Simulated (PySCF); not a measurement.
## How methods differ on the ionisation energy of Si⁺

Si⁺ [Ne] 3s2 3p1 (2P) → Si²⁺ [Ne] 3s2 (1S), as a difference of total energies. Computed with PySCF 2.14 in x2c-TZVPPall with one added diffuse shell each of s, p, d type (6s6p4d1f, 51 functions), with the spin-free X2C one-electron Hamiltonian (Gaussian nucleus). Correlated levels: valence: [Ne] frozen. The calculations carry no spin-orbit coupling.

| method | ionisation energy (eV) |
| --- | --- |
| UHF | 15.825 |
| MP2 (valence) | 16.085 |
| SCS-MP2 (valence) | 16.074 |
| CCSD (valence) | 16.201 |
| CCSD(T) (valence) | 16.230 |
| CCSDT (valence) | 16.242 |

Task: How much does correlation contribute at CCSD(T) (valence)?

Result: 16.230 − (15.825) = 0.405 eV, measured against UHF.

A first-order spin-orbit estimate (lowest level to lowest level, LS coupling) adds 0.021 eV.

Errors of the correlated levels include the incompleteness of this basis and the frozen core.

For comparison: 16.346 eV (measured; NIST Atomic Spectra Database, ionization energies).
